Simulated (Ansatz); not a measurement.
Z-matrix (Å, degrees):
```
Ge
O 1 1.786
H 1 1.546 2 103.8
H 1 1.557 2 108.9 3 -119.2
H 2 0.960 1 112.6 3 165.6
```

The species carries charge 0 and has multiplicity 2.

Q: List the ωB97M-V/def2-TZVPP orbital energies in eV (the Gaussian-basis code of Ansatz). (An estimate is asked.)

A: Computed: α occupied: -10866.83, -1362.62, -1210.39, -1210.34, -1210.33, -526.13, -174.43, -123.73, -123.65, -123.60, -36.61, -36.48, -36.45, -36.39, -36.39, -30.32, -18.46, -15.47, -12.94, -12.45, -11.60, -8.10. α empty: 1.78, 3.14, 3.57, 3.87, 6.19, 7.06, 7.86, 8.24. β occupied: -10866.79, -1362.61, -1210.33, -1210.32, -1210.31, -526.03, -174.38, -123.64, -123.61, -123.59, -36.55, -36.40, -36.37, -36.33, -36.33, -30.13, -17.98, -15.17, -12.60, -11.88, -11.30. β empty: -0.82, 1.94, 3.23, 3.94, 4.01, 6.32, 7.07, 7.94. ⟨S²⟩ = 0.752.
